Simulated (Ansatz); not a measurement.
CH5AlBFO, SMILES `[CH3][Al]([F])[BH]O`. Charge 0, multiplicity 1.

```xyz
10

C    -1.025   -0.564   -1.563
Al    0.477    0.247   -0.624
F     1.605    1.014   -1.576
B     0.886    0.238    1.487
O    -0.055    0.757    2.315
H    -1.285   -0.009   -2.468
H    -0.773   -1.584   -1.876
H    -1.915   -0.634   -0.932
H     1.896   -0.197    1.991
H     0.190    0.731    3.246
```

Give the diagnostics of a CCSD(T)/def2-TZVPP run (frozen core, Ansatz). (Estimate.)

The calculation gave: T1 = 0.0134, largest single amplitude 0.026, largest double 0.023, (T) share of the correlation energy 3.3 %, 10 CCSD cycles. The RHF solution is stable towards an unrestricted one. T1 lies under the customary mark of 0.02 for closed shells.
